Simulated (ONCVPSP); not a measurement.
## Transferability test, ONCV potential for vanadium (V)

ONCVPSP 4.0.1 input, shortened (lines: element, Z, core and valence counts, functional; n l f; lmax; l rc ep ncon nbas qcut; lloc lpopt rc5 dvloc0; l nproj debl; icmod fcfact rcfact), PBE, scalar-relativistic:

```
  V 23.00    3    3        4      upf
    1    0    2.00
    2    0    2.00
    2    1    6.00
    3    0    2.00
    3    1    6.00
    3    2    3.00
    2
    0    1.35    0.00    4    8    7.20
    1    1.60    0.00    4    9    9.90
    2    2.05    0.00    3    8    8.70
    4    3    1.20    0.00
    0    1    1.50
    1    3    1.40
    2    2    3.60
    3    4.50    1.70
```

In the p channel the program set the typed energies aside and used -2.226, 0.250, 1.650 Ha.

Energies are relative to the spin-unpolarised reference configuration 3s2 3p6 3d3; without spin polarisation the order of configurations can differ from experiment.

Give the all-electron excitation energy and the error of the potential for: 3s2 3p6 3d3 4s2; 3s2 3p6 3d3 4s1; 3s2 3p6 3d2; 3s2 3p6 3d3 4p2.

| valence configuration | charge | ΔE all-electron (eV) | error AE − PS (meV) |
| --- | --- | --- | --- |
| 3s2 3p6 3d3 4s2 | 0 | -22.031 | +209 |
| 3s2 3p6 3d3 4s1 | +1 | -14.296 | +140 |
| 3s2 3p6 3d2 | +3 | 28.897 | +146 |
| 3s2 3p6 3d3 4p2 | 0 | -15.176 | +1.6 |
